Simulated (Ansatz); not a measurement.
Stepwise reaction of `[NH2][InH2]` with ammonia, as a gas-phase model of exchange steps in deposition or etching. ΔE in kJ/mol; ΔG adds harmonic PBE0-D4 terms to CCSD(T)/CBS, at 1 bar.

Calculated with Ansatz (gas phase, PBE0-D4/def2-TZVP geometries, no zero-point term in ΔE). CCSD(T)/CBS is the MP2 limit (def2-TZVPP, def2-QZVPP) plus CCSD(T) − MP2 in def2-TZVPP, frozen cores. This one scheme is used for every species. DFT in def2-TZVPP. B3LYP here is the variant with VWN-RPA as its local correlation; programs differ in this. Elements past krypton have def2 core potentials. For In outer-core shells are correlated without core-valence functions, which leaves a few kJ/mol of doubt a bond. Each species was taken in one conformer, which may not be the lowest.

| step | reaction | PBE-D4 | B3LYP-D4 | ωB97M-V | CCSD(T)/CBS | ΔG(600 K) |
| --- | --- | --- | --- | --- | --- | --- |
| 1 | `[NH2][InH2]` + NH₃ → `[NH2][InH][NH2]` + H₂ | 15.7 | 16.6 | 17.8 | 7.3 | 9.4 |
| 2 | `[NH2][InH][NH2]` + NH₃ → `[NH2][In]([NH2])[NH2]` + H₂ | 23.7 | 25.1 | 27.0 | 16.1 | 13.4 |

(1) By hand: ΔE of the 2 steps together at CCSD(T)/CBS.

## Answers

(1) (7.3) + (16.1) = 23.4 kJ/mol, or 11.7 kJ/mol a step.

In ΔE each step is higher than the one before. All are uphill at CCSD(T)/CBS. ΔG lies between 9.4 and 13.4 kJ/mol a step. PBE-D4 differs from CCSD(T)/CBS by 7.6 to 8.4 kJ/mol a step. Isolated molecules leave out the surface, adducts and barriers. Largest T1 diagnostic: 0.016.
